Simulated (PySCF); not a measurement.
**Al: excitation energy**

Al [Ne] 3s2 3p1 (2P) → Al [Ne] 3s1 3p1 4s1 (4P), as a difference of total energies. Computed with PySCF 2.14 in aug-cc-pwCVDZ (6s5p3d, 36 functions), with the non-relativistic Hamiltonian (point nucleus). Correlated levels: valence: [Ne] frozen. The calculations carry no spin-orbit coupling.

| method | excitation energy (cm⁻¹) |
| --- | --- |
| UHF | 52009 |
| MP2 (valence) | 57693 |
| SCS-MP2 (valence) | 59470 |
| CCSD (valence) | 60352 |
| CCSD(T) (valence) | 60516 |
| CCSDT (valence) | 60597 |

The upper state lies above the first ionisation limit, but in LS coupling its spin forbids autoionisation to the ground ion. A Rydberg-like electron needs more diffuse functions than a valence basis has.

The promoted electron is Rydberg-like, and one or two diffuse shells describe it only roughly, which tends to raise the upper state.
